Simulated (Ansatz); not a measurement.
CH5FNSi, SMILES `C[SiH]([NH])F` radical. Total charge 0; spin multiplicity 2. The geometry is a stationary point of PBE0-D4/def2-TZVP. It is one conformer, not always the lowest.

```xyz
9

C     1.210   -0.284   -0.057
Si   -0.526    0.186    0.385
N    -1.596   -0.385   -0.850
F    -0.583    1.775    0.612
H     1.513    0.184   -0.996
H     1.292   -1.367   -0.169
H     1.898    0.040    0.728
H    -0.998   -0.443    1.645
H    -2.211    0.294   -1.298
```

Task: What is the dipole moment at ωB97M-V/def2-TZVPP? (An estimate is asked.)

Result: Computed: 0.69 D, with components (0.57, -0.07, -0.38) D in this frame, pointing from negative to positive charge.

Task: And with PBE, r2SCAN, B3LYP? (Estimate.)

Result: The calculation gave: PBE 0.83 D, r2SCAN 0.76 D, B3LYP 0.72 D.

Task: Give the Mulliken charges with ωB97M-V, r2SCAN, PBE in def2-TZVPP. (Estimate.)

Result: Computed: 
| atom | ωB97M-V | r2SCAN | PBE |
| --- | --- | --- | --- |
| C1 | -0.45 | -0.31 | -0.38 |
| Si2 | 0.65 | 0.70 | 0.58 |
| N3 | -0.33 | -0.36 | -0.33 |
| F4 | -0.32 | -0.34 | -0.29 |
| H5 | 0.12 | 0.08 | 0.11 |
| H6 | 0.13 | 0.09 | 0.12 |
| H7 | 0.12 | 0.08 | 0.12 |
| H8 | -0.05 | -0.10 | -0.09 |
| H9 | 0.14 | 0.16 | 0.16 |

B3LYP here is the variant with VWN-RPA as its local correlation; programs differ in this.
